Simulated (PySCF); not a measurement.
PySCF job for C3H6FNSi, SMILES F[Si@H]1C=CCN1, PBE-D3(BJ)/def2-SVP. Geometry optimised at PBE-D3(BJ)/def2-SVP. The structure was generated by enumeration; whether it is a known compound was not checked. The values are those of a single conformer.

```python
import numpy as np
from pyscf import gto, scf, dft, df
from pyscf.hessian import thermo

mol = gto.M(
    atom='''
    F     1.75502083    0.07518646   -1.26673507
    Si    0.91113375    0.15377226    0.14856880
    C    -0.52303289    1.33942102    0.08258070
    C    -1.66588752    0.61767391    0.17868645
    C    -1.54122908   -0.87307119    0.36175895
    N    -0.13032781   -1.20220376    0.42326364
    H     1.99855345    0.33640447    1.16319024
    H    -0.53300706    2.43042813   -0.05787717
    H    -2.67896591    1.05376427    0.12566830
    H    -2.07863316   -1.38811771   -0.47420870
    H    -2.08442230   -1.17223100    1.29214384
    H     0.11860688   -2.17845380    0.57073373
    ''',
    basis='def2-SVP',
    charge=0,
    spin=0,
    max_memory=1600,
    verbose=3,
)
mf = dft.RKS(mol, xc='pbe').density_fit(auxbasis='def2-universal-jkfit')
mf.disp = 'd3bj'
mf.grids.level = 3
mf.conv_tol = 1e-11
mf.max_cycle = 100
mf.kernel()

# [left out here: the lines that compute and print the analytic Hessian (its translational invariance restored by hand, since the grid's response is missing), thermochemistry and intensities]
```

Program output:

```
[...]
       3   C                -0.03  0.01 -0.00    0.03 -0.01 -0.01    0.05 -0.02  0.01
       4   C                 0.04  0.03 -0.00   -0.04 -0.02  0.01   -0.02 -0.05 -0.00
       5   N                 0.04  0.13 -0.02   -0.02 -0.01 -0.01   -0.01  0.12 -0.01
       6   H                -0.02 -0.11 -0.05    0.40  0.17 -0.46   -0.31  0.31  0.28
       7   H                 0.21 -0.14 -0.02   -0.20  0.08  0.02   -0.22  0.08 -0.05
       8   H                 0.00  0.08 -0.04    0.01 -0.05  0.01    0.03 -0.06 -0.04
       9   H                 0.10 -0.03  0.00   -0.01  0.00 -0.02    0.03 -0.11  0.01
      10   H                 0.11 -0.05  0.01   -0.07 -0.03 -0.01    0.07 -0.10  0.03
      11   H                 0.09  0.14 -0.05   -0.01 -0.01  0.01    0.15  0.16 -0.04
Mode                                12                  13                  14
Irrep
Freq [cm^-1]                      895.5245            911.4669            942.2696
Reduced mass [au]                   1.9983              2.7283              1.2624
Force const [Dyne/A]                0.9442              1.3354              0.6604
Char temp [K]                    1288.4603           1311.3979           1355.7161
Normal mode                   x     y     z       x     y     z       x     y     z
       0   F                 0.03 -0.00 -0.04    0.04  0.00 -0.05   -0.00  0.00  0.00
       1  Si                -0.05 -0.01  0.05   -0.06 -0.03  0.06    0.01  0.00 -0.01
       2   C                 0.03  0.03 -0.02   -0.00 -0.03 -0.01   -0.00 -0.01 -0.07
       3   C                -0.04  0.09 -0.02    0.06 -0.09  0.00   -0.00 -0.00 -0.01
       4   C                -0.05 -0.11  0.02    0.06  0.08  0.01   -0.00  0.01  0.11
       5   N                 0.04  0.02 -0.02   -0.04  0.07 -0.03    0.00 -0.01 -0.02
       6   H                 0.26  0.02 -0.29    0.28  0.11 -0.34   -0.09 -0.02  0.10
       7   H                 0.27  0.05  0.04   -0.12 -0.03  0.08    0.00  0.08  0.61
       8   H                 0.01  0.23 -0.01    0.00 -0.22  0.05    0.00 -0.04 -0.37
       9   H                 0.08 -0.20  0.00    0.07  0.15 -0.04    0.14  0.27 -0.15
      10   H                 0.03 -0.24  0.03   -0.00  0.09 -0.03   -0.15 -0.30 -0.08
      11   H                 0.26  0.08 -0.01   -0.07  0.07 -0.00    0.00 -0.00 -0.01
Mode                                15                  16                  17
Irrep
Freq [cm^-1]                      969.8932           1045.3572           1102.4781
Reduced mass [au]                   1.6210              1.2979              1.2406
Force const [Dyne/A]                0.8984              0.8356              0.8884
Char temp [K]                    1395.4603           1504.0363           1586.2206
Normal mode                   x     y     z       x     y     z       x     y     z
       0   F                -0.00  0.00 -0.00   -0.01  0.00  0.01   -0.00 -0.00  0.00
       1  Si                 0.00 -0.00 -0.00    0.02  0.01 -0.01    0.00 -0.01  0.00
       2   C                 0.00  0.01  0.06   -0.00  0.06 -0.00   -0.01 -0.00  0.00
       3   C                -0.00 -0.02 -0.14   -0.02 -0.01  0.00    0.00 -0.02  0.00
       4   C                 0.00  0.01  0.11    0.06 -0.05  0.01   -0.09  0.03 -0.01
       5   N                -0.00 -0.00 -0.03   -0.09  0.02 -0.00    0.07 -0.01  0.00
       6   H                -0.05 -0.02  0.06   -0.02  0.04  0.03   -0.00 -0.01  0.01
       7   H                -0.01 -0.03 -0.24    0.66  0.07 -0.02    0.20 -0.00 -0.00
       8   H                -0.00  0.07  0.55   -0.22 -0.47  0.05   -0.12 -0.30  0.04
       9   H                 0.20  0.20 -0.15    0.03 -0.05  0.01   -0.27  0.29 -0.05
      10   H                -0.20 -0.24 -0.10    0.02 -0.04 -0.00   -0.25  0.27 -0.02
      11   H                 0.01  0.01  0.02   -0.17  0.00  0.00    0.57  0.11 -0.02
Mode                                18                  19                  20
Irrep
Freq [cm^-1]                     1154.0182           1239.4568           1274.1408
Reduced mass [au]                   1.0786              2.5350              1.4340
Force const [Dyne/A]                0.8463              2.2945              1.3716
Char temp [K]                    1660.3752           1783.3023           1833.2049
Normal mode                   x     y     z       x     y     z       x     y     z
       0   F                -0.00  0.00 -0.00    0.00 -0.00 -0.00    0.00 -0.00 -0.00
       1  Si                 0.00 -0.00 -0.00   -0.01 -0.00  0.00   -0.01  0.01 -0.00
       2   C                -0.00 -0.00 -0.00   -0.02  0.03 -0.00    0.12 -0.03  0.00
       3   C                -0.00  0.01  0.05    0.04 -0.07  0.01   -0.02  0.08 -0.01
       4   C                 0.00  0.00  0.03   -0.14  0.07 -0.01   -0.04  0.04 -0.01
       5   N                -0.01 -0.01 -0.04    0.13  0.02 -0.01   -0.01 -0.03  0.00
       6   H                -0.03 -0.01  0.03   -0.00 -0.06  0.00   -0.00 -0.04 -0.00
       7   H                -0.01 -0.01 -0.04    0.20  0.04 -0.01   -0.37 -0.03  0.01
       8   H                -0.00 -0.00 -0.07    0.03 -0.09  0.01   -0.30 -0.54  0.07
       9   H                 0.52 -0.40 -0.03    0.08 -0.20  0.03    0.10 -0.24  0.07
      10   H                -0.53  0.42 -0.13    0.02 -0.16  0.00    0.09 -0.24 -0.01
      11   H                 0.05  0.01  0.00   -0.45 -0.12  0.02    0.08 -0.01 -0.00
Mode                                21                  22                  23
Irrep
Freq [cm^-1]                     1351.5646           1410.1701           1588.7879
Reduced mass [au]                   1.7013              1.0974              6.9074
Force const [Dyne/A]                1.8310              1.2858             10.2729
Char temp [K]                    1944.6005           2028.9208           2285.9120
Normal mode                   x     y     z       x     y     z       x     y     z
       0   F                -0.00  0.00  0.00   -0.00 -0.00  0.00   -0.00  0.00 -0.00
       1  Si                 0.01  0.01 -0.00    0.00  0.01 -0.00   -0.00 -0.00  0.00
       2   C                -0.05  0.01 -0.00   -0.01 -0.01  0.00    0.16  0.09 -0.01
       3   C                 0.03 -0.06  0.01    0.01 -0.00 -0.00   -0.16 -0.14  0.02
       4   C                -0.01  0.14 -0.02   -0.07 -0.01  0.00    0.01  0.02 -0.00
       5   N                -0.07 -0.06  0.01   -0.02 -0.02  0.00    0.00 -0.01  0.00
       6   H                 0.00  0.01  0.02    0.00 -0.02  0.01   -0.01  0.02 -0.00
       7   H                 0.18  0.01 -0.00    0.03 -0.01  0.00   -0.03  0.11 -0.01
       8   H                 0.13  0.14 -0.02   -0.00 -0.04  0.01   -0.04  0.19 -0.02
       9   H                 0.13 -0.30  0.16    0.49  0.16 -0.42    0.02  0.07 -0.04
      10   H                 0.15 -0.33 -0.08    0.49  0.25  0.38    0.01  0.08  0.02
      11   H                 0.45  0.07 -0.01    0.09  0.00 -0.00    0.04  0.00 -0.00
Mode                                24                  25                  26
Irrep
Freq [cm^-1]                     2191.6346           2895.2136           2921.0086
Reduced mass [au]                   1.0419              1.0620              1.0999
Force const [Dyne/A]                2.9487              5.2447              5.5292
Char temp [K]                    3153.2743           4165.5678           4202.6810
Normal mode                   x     y     z       x     y     z       x     y     z
       0   F                -0.00 -0.00 -0.00    0.00  0.00 -0.00    0.00  0.00  0.00
       1  Si                -0.03 -0.00 -0.02   -0.00 -0.00  0.00   -0.00 -0.00 -0.00
       2   C                 0.00 -0.00  0.00   -0.00  0.00  0.00   -0.00 -0.00 -0.00
       3   C                -0.00  0.00 -0.00   -0.00  0.00  0.00   -0.00  0.00 -0.00
       4   C                 0.00 -0.00 -0.00    0.05  0.04  0.02    0.01  0.00 -0.09
       5   N                 0.00  0.00  0.00    0.00 -0.00 -0.00    0.00 -0.00  0.00
       6   H                 0.71  0.12  0.67    0.00  0.00  0.00    0.00  0.00  0.00
       7   H                -0.01 -0.00 -0.00   -0.00 -0.01  0.00   -0.00 -0.00 -0.00
       8   H                -0.00 -0.00 -0.00    0.03 -0.01 -0.00    0.01 -0.00  0.00
       9   H                -0.00  0.00  0.00   -0.38 -0.39 -0.64    0.22  0.23  0.33
      10   H                -0.00  0.00 -0.00   -0.21 -0.11  0.41   -0.39 -0.24  0.69
      11   H                -0.01  0.00 -0.00    0.01  0.00 -0.00    0.00  0.00  0.00
Mode                                27                  28                  29
Irrep
Freq [cm^-1]                     3089.4070           3142.8504           3584.1188
Reduced mass [au]                   1.0901              1.0966              1.0776
Force const [Dyne/A]                6.1298              6.3818              8.1559
Char temp [K]                    4444.9688           4521.8620           5156.7490
Normal mode                   x     y     z       x     y     z       x     y     z
       0   F                 0.00 -0.00 -0.00   -0.00  0.00  0.00    0.00  0.00 -0.00
       1  Si                 0.00  0.00  0.00    0.00 -0.00 -0.00    0.00  0.00 -0.00
       2   C                -0.00  0.01 -0.00    0.00  0.08 -0.01   -0.00  0.00 -0.00
       3   C                 0.08 -0.03  0.00   -0.02  0.00 -0.00   -0.00  0.00 -0.00
       4   C                 0.00  0.00 -0.00   -0.00 -0.00  0.00   -0.00 -0.00  0.00
       5   N                -0.00  0.00 -0.00    0.00 -0.00  0.00    0.02 -0.07  0.01
       6   H                 0.00 -0.00  0.00   -0.00  0.00 -0.00    0.00 -0.00 -0.00
       7   H                 0.00 -0.18  0.02    0.01 -0.93  0.12   -0.00  0.00 -0.00
       8   H                -0.86  0.38 -0.05    0.16 -0.07  0.01   -0.00  0.00 -0.00
       9   H                -0.01 -0.01 -0.01    0.00  0.00  0.00   -0.00  0.00 -0.00
      10   H                -0.01 -0.01  0.02    0.00  0.00 -0.01   -0.00  0.00  0.00
      11   H                 0.00  0.00 -0.00   -0.00 -0.00  0.00   -0.23  0.92 -0.14
temperature 298.1500 [K]
pressure 101325.00 [Pa]
Rotational constants [GHz] 5.42316 2.46097 1.96666
Symmetry number 1
Zero-point energy (ZPE) 0.08660 [Eh]   227364.075 [J/mol]
                           tot       elec      trans        rot        vib
Entropy [J/mol/K]       328.567      0.000    166.569    112.578     49.419
Cv [J/mol/K]             98.878      0.000     12.472     12.472     73.934
Cp [J/mol/K]            107.192      0.000     20.786     12.472     73.934
Internal energy [J/mol]                      3718.434   3718.434 236546.080
Internal energy [Eh]   -561.23774  -561.33067
Enthalpy [J/mol]                             6197.391   3718.434 236546.080
Enthalpy [Eh]          -561.23680
Gibbs free energy [J/mol]                  -43465.294 -29846.741 221811.750
Gibbs free energy [Eh] -561.27411
mode   freq/cm-1   IR/(km/mol)
   1      131.28         4.154
   2      193.06        11.405
   3      300.80        28.786
   4      351.84        61.583
   5      389.89         3.347
   6      504.67        28.827
   7      635.77        43.322
   8      665.07        12.521
   9      673.01        27.404
  10      760.97        25.046
  11      844.65        18.490
  12      851.93        94.119
  13      895.52        62.310
  14      911.47       143.430
  15      942.27         3.256
  16      969.89         2.314
  17     1045.36        40.992
  18     1102.48         0.066
  19     1154.02         2.201
  20     1239.46        89.804
  21     1274.14        10.054
  22     1351.56        14.684
  23     1410.17         7.512
  24     1588.79        35.676
  25     2191.63       164.622
  26     2895.21        55.818
  27     2921.01        27.388
  28     3089.41        12.135
  29     3142.85         2.254
  30     3584.12        35.136
max |gradient| / (hartree/bohr): 0.00015215952294741572
APT charges: [-0.6239  1.5244 -0.3986  0.0804  0.2547 -0.734  -0.2758  0.0516  0.0251
 -0.0527 -0.0441  0.1929]
```

Self-consistency was reached.

Cost: about 4 core-minutes (a rough figure).
